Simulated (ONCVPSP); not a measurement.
# Configuration tests for Mo (Z = 42) (ONCV)

- Element: molybdenum (Mo)
- Generator: ONCVPSP 4.0.1
- Type: optimised norm-conserving Vanderbilt (ONCV)
- Functional: PBE
- Relativity: scalar-relativistic
- Frozen core: [Kr]
- Valence charge: 6
- Reference configuration: 4d5 5s0.5 5p0.5
- Partial waves: 5s: rc 2.40 bohr, ncon 5, nbas 8, qcut 2.3 1/bohr, 2 projectors, debl 0.9 Ha; 5p: rc 2.85 bohr, ncon 4, nbas 9, qcut 2.7 1/bohr, 2 projectors, debl 3.2 Ha; 4d: rc 2.60 bohr, ncon 4, nbas 8, qcut 6.7 1/bohr, 2 projectors, debl 3.3 Ha
- Local potential: polynomial inside 2.25 bohr (lpopt 2, dvloc0 1 Ha)
- Core correction: polynomial model core, fcfact 0.4

Energies are relative to the spin-unpolarised reference configuration 4d5 5s0.5 5p0.5; without spin polarisation the order of configurations can differ from experiment.

```csv
valence configuration,charge,ΔE all-electron (eV),error AE − PS (meV)
4d5 5s1 5p0,0,-1.544,0.0
4d5 5s0 5p0,+1,5.346,-7.3
```

**Question.** What are ΔE and the potential's error for 4d4 5s1 5p0?

**Answer.** ΔE = 6.520 eV all-electron; the error (AE − PS) is -37 meV.

**Question.** What are ΔE and the potential's error for 4d4 5s0 5p0?

**Answer.** ΔE = 20.808 eV all-electron; the error (AE − PS) is -51 meV.

Levels in the configuration 4d4 5s0 5p0:

| level | all-electron (eV) | pseudo (eV) |
| --- | --- | --- |
| 4d | -20.827 | -20.958 |

Note: ghosts flagged at negative energy: s at -61.1 eV; no localised positive-energy state flagged. A true bound ghost makes a file unfit for plane-wave use.
